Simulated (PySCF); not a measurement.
## Calculated data, B₂ClH₄Si, CH₃BClSi

Calculation on a computer-drawn molecule: the log of a Hartree-Fock and frozen-core CCSD(T) single point meant for a local Hartree-Fock minimum, with one planted fault or none, to be diagnosed. Offsets are logged minus clean, where the clean run is the same molecule without the fault. The reference is restricted for singlets and unrestricted otherwise, and also for a bond in bohr or an excited solution. Adding or removing an electron swaps singlet and doublet. The excited solution moves the top pair (singlet) or top alpha electron (doublet) to the lowest empty orbital. Highest occupied and lowest empty are orbital energies over both spins, largest force is the largest gradient component, triples share is (T) over the correlation energy, the T1 limit is 0.02 restricted and 0.045 unrestricted, electrons count all cores, a negative frequency is imaginary (commonest isotopes), and the dipole is about the centre of nuclear charge. Program: PySCF 2.14.0.

Common to all runs: meant charge 0; meant multiplicity 2; meant basis cc-pV(D+d)Z; logged SCF converged yes; logged CC converged yes; logged SCF stable within its kind yes; possible faults no fault, one electron removed, one electron added, multiplicity raised by two, geometry at a saddle point, SCF held on an excited solution, minimal basis STO-3G, one bond length entered in bohr, all coordinates scaled.

(1) B₂ClH₄Si

Logged structure:
```xyz
8
B2ClH4Si
Si    -1.7425    -2.4733     3.7491
B     -1.5091    -1.5388     1.8824
B     -1.9231     0.2032     1.5374
Cl    -0.6084     1.5721     1.7884
H     -1.3891    -3.9993     4.0212
H     -2.2931    -1.7462     5.0524
H     -1.0501    -2.2815     0.9249
H     -3.0689     0.6109     1.1073
```

| Item | Value |
| --- | --- |
| logged electrons | 45 |
| logged basis functions | 94 |
| logged spin squared | 0.7668 |
| logged highest occupied | -8.3967 eV |
| logged lowest empty | 0.27767 eV |
| logged largest force | 0.036204 hartree/bohr |
| logged T1 diagnostic | 0.019451 |
| logged D1 diagnostic | 0.080964 |
| logged triples share | 0.030874 |
| logged dipole magnitude | 2.006 debye |
| logged energy HF | -800.07593 hartree |
| logged energy CCSD(T) | -800.53515 hartree |

Drawn bonds:
| atom | other atom | order |
| --- | --- | --- |
| 1 | 2 | 1 |
| 2 | 3 | 1 |
| 3 | 4 | 1 |
| 1 | 5 | 1 |
| 1 | 6 | 1 |
| 2 | 7 | 1 |
| 3 | 8 | 1 |

(2) CH₃BClSi

Logged structure:
```xyz
7
CH3BClSi
Si     0.1920    -2.4878     0.6773
C      0.1213    -1.1116     1.9082
B      0.8222     0.0616     1.6953
Cl     1.7064     1.4739     1.3799
H      0.9322    -2.0486    -0.5345
H     -1.1575    -2.9742     0.2911
H     -0.4538    -1.2547     2.8180
```

| Quantity | Value |
| --- | --- |
| logged electrons | 46 |
| logged basis functions | 89 |
| logged spin squared | 0 |
| logged highest occupied | -0.11146 eV |
| logged lowest empty | 7.4229 eV |
| logged largest force | 0.062574 hartree/bohr |
| logged T1 diagnostic | 0.024705 |
| logged D1 diagnostic | 0.10562 |
| logged triples share | 0.036585 |
| logged dipole magnitude | 8.709 debye |
| logged energy HF | -812.66822 hartree |
| logged energy CCSD(T) | -813.19397 hartree |

Drawn bonds:
| atom | other atom | order |
| --- | --- | --- |
| 1 | 2 | 1 |
| 2 | 3 | 2 |
| 3 | 4 | 1 |
| 1 | 5 | 1 |
| 1 | 6 | 1 |
| 2 | 7 | 1 |

Notes: T1 above single-reference limit.

Q: Give the missing planted fault for B₂ClH₄Si (entry 1).
A: all coordinates scaled, by +7.8 %

Q: Give the missing planted fault for CH₃BClSi (entry 2).
A: one electron added

Further results for B₂ClH₄Si (entry 1):

| Item | Value |
| --- | --- |
| HF energy offset from clean run | 21.65 kcal/mol |
| CCSD(T) energy offset from clean run | 18.92 kcal/mol |

Further results for CH₃BClSi (entry 2):

| Quantity | Value |
| --- | --- |
| HF energy offset from clean run | 20.29 kcal/mol |
| CCSD(T) energy offset from clean run | -2.497 kcal/mol |
